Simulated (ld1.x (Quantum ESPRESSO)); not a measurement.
# Scattering properties, RRKJ potential for fluorine

* Element: F (Z = 9)
* Generator: ld1.x (Quantum ESPRESSO) 7.5
* Type: norm-conserving RRKJ (Kleinman–Bylander form)
* Functional: LDA (PZ)
* Relativity: non-relativistic
* Frozen core: [He]
* Valence charge: 7
* Reference configuration: 2s2 2p3.5 (charge +1.5)
* Partial waves: 2s (bound): rc 0.60 bohr; 2p (bound): rc 1.40 bohr; 3d channel at 0.05 Ry: rc 1.20 bohr
* Local potential: the d channel
* Core correction: Bessel-smoothed model core inside 0.25 bohr

The phase is arctan(r·u′/u) with u = r·R(r), unwrapped; energies in Ry, scanned from -6 to 5 Ry. A pole is an energy at which the radial function vanishes at the test radius. The pseudo phase is shifted by a multiple of π to meet the all-electron one at the reference energy, and phase errors are pseudo minus all-electron; the curves can meet again beyond the range given. Levels narrower than the energy grid can be missing from the lists of poles.

Problem. For each channel, where are the poles, and over which energies does the pseudopotential scatter like the atom?

Solution.

| channel | radius (bohr) | reference energy (Ry) | poles, all-electron | poles, pseudo | unbroken range about the reference energy with phases within 0.05 rad | phase error 1 Ry above the reference energy (rad) |
| --- | --- | --- | --- | --- | --- | --- |
| s | 1.54 | -4.18 | -3.13 | -3.13 | below 3.0 | -0.000 |
| p | 1.54 | -2.82 | -1.88 | -1.87 | below 1.7 | +0.003 |
| d | 1.54 | 0.05 | none | none | the whole range | +0.000 |

Phases in the p channel:

```csv
E (Ry),all-electron,pseudo
-6.00,1.214,1.216
-5.74,1.196,1.198
-5.48,1.174,1.176
-5.22,1.148,1.150
-4.96,1.115,1.117
-4.70,1.073,1.075
-4.44,1.015,1.018
-4.18,0.932,0.935
-3.92,0.802,0.807
-3.66,0.580,0.585
-3.40,0.172,0.177
-3.14,-0.441,-0.439
-2.88,-0.953,-0.953
-2.62,-1.243,-1.242
-2.36,-1.406,-1.405
-2.10,-1.509,-1.507
-1.84,-1.580,-1.577
-1.58,-1.633,-1.629
-1.32,-1.676,-1.671
-1.06,-1.712,-1.706
-0.80,-1.744,-1.737
-0.54,-1.774,-1.765
-0.28,-1.802,-1.791
-0.02,-1.830,-1.817
0.24,-1.859,-1.843
0.50,-1.888,-1.869
0.76,-1.920,-1.897
1.02,-1.955,-1.926
1.28,-1.993,-1.958
1.54,-2.038,-1.994
1.80,-2.089,-2.034
2.06,-2.149,-2.079
2.32,-2.223,-2.133
2.58,-2.312,-2.195
2.84,-2.425,-2.270
3.10,-2.565,-2.361
3.36,-2.739,-2.472
3.62,-2.949,-2.608
3.88,-3.182,-2.772
4.14,-3.419,-2.963
4.40,-3.635,-3.173
4.66,-3.817,-3.385
4.92,-3.965,-3.582
```
